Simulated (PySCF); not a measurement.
Vertical excitations of a molecule CH12N2Si3 from TDA-PBE/def2-SVPD run with PySCF, as energy in eV (oscillator strength): 5.05 (0.014), 5.27 (0.031), 5.34 (0.047), 5.62 (0.070), 5.65 (0.026), 5.77 (0.012). Lowest triplet (TDA): 4.82 eV. Geometry: PBE0-D3(BJ)/def2-SVP. One conformer was computed; it need not be the lowest.

Question: Which molecule gave these data?
(A) C[SiH2]N[Si@@H](N)[SiH3]
(B) C[Si](N)(N)[SiH2][SiH3]
(C) N[SiH2]N[SiH2]C[SiH3]
(D) N[SiH2][SiH2]NC[SiH3]

Answer: B, C[Si](N)(N)[SiH2][SiH3]
